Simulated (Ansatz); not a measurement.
The same hydrogenolysis along the group O, S, Se.

Gas-phase electronic energies from Ansatz, PBE0-D4/def2-TZVP geometries. CBS: MP2 limit from def2 TZ/QZ plus the TZ coupled-cluster correction, frozen cores. This one scheme is used for every species. Functionals use def2-TZVPP. Elements past krypton have def2 core potentials. For In, Se outer-core shells are correlated without core-valence functions, which leaves a few kJ/mol of doubt a bond. Scalar relativity is left out up to krypton. Each species was taken in one conformer, which may not be the lowest.

```json
{"reaction": "`[CH3][In]([OH])[Cl]` + H₂ → H₂O + `[CH3][InH][Cl]`", "PBE-D4 (eV)": "0.10", "B2PLYP (eV)": "0.11"}
{"reaction": "`[CH3][In]([SH])[Cl]` + H₂ → H₂S + `[CH3][InH][Cl]`", "PBE-D4 (eV)": "0.81", "B2PLYP (eV)": "0.77"}
{"reaction": "`[CH3][In]([Cl])[SeH]` + H₂ → H₂Se + `[CH3][InH][Cl]`", "PBE-D4 (eV)": "1.01", "B2PLYP (eV)": "0.98"}
```

(1) Give the CCSD(T)/CBS values in the same order. (An estimate is asked.)

Largest T1 diagnostic: 0.014, for `[CH3][In]([OH])[Cl]`.

Results:

(1) Computed: 0.12, 0.83, 1.06 eV.
